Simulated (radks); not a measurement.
Results of a calculation; reference values are marked as such.
The nuclear charge of neutral silver is varied continuously with 47 electrons held in [Kr] 4d10 5s1. Level of theory: Dirac Kohn-Sham, PBE, spin-unpolarised, spherical densities, finite nucleus; Fermi nuclear charge, rms radius 4.5454 fm (a radial shooting solver on a logarithmic mesh with Libxc functionals). By the Hellmann-Feynman theorem dE/dZ = E(electron-nucleus)/Z, the electronic potential at the nucleus (averaged over a nucleus of fixed radius).

Z,E (hartree),E(electron-nucleus)/Z (hartree),HOMO,e(HOMO) (eV),<r> HOMO (bohr)
46.75,-5248.79685,-272.313,5s1/2,-2.619,3.373
47,-5317.13068,-274.358,5s1/2,-4.406,3.166
47.25,-5385.97541,-276.400,5s1/2,-6.358,3.002
47.5,-5455.33055,-278.441,5s1/2,-8.458,2.867
47.75,-5525.19580,-280.481,5s1/2,-10.693,2.751
48,-5595.57100,-282.521,5s1/2,-13.057,2.651

The central difference of E at Z = 47 is -274.357 hartree, to compare with the third column; the second derivative is -8.17 hartree.
